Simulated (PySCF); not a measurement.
Computed IR spectrum (relative IR intensity) of a molecule C5H5F. Geometry: PBE0-D3(BJ)/def2-SVP. Other conformers were not sampled. Calculation: PBE0-D3(BJ)/def2-SVP run with PySCF. No scaling factor is applied to the harmonic values.

Lines under 2 % of the strongest are left out, and lines within 2 cm⁻¹ are merged.

ν (cm⁻¹): 265 (vw), 369 (w), 612 (m), 629 (w), 692 (vw), 782 (m), 805 (vw), 905 (m), 938 (m), 964 (w), 1009 (w), 1076 (w), 1230 (w), 1273 (m), 1321 (m), 1376 (m), 1442 (vs), 1622 (w), 1729 (vs), 3050 (vw) (against the strongest line: vs over 80 %, s over 45 %, m over 15 %, w over 4 %, vw less)

Q: Pick the molecule that these values belong to.
A) FC1=CCC=C1
B) C=C=C/C=C/F
C) C#C/C(C)=C/F
D) C=C=C(F)C=C

A: A, FC1=CCC=C1
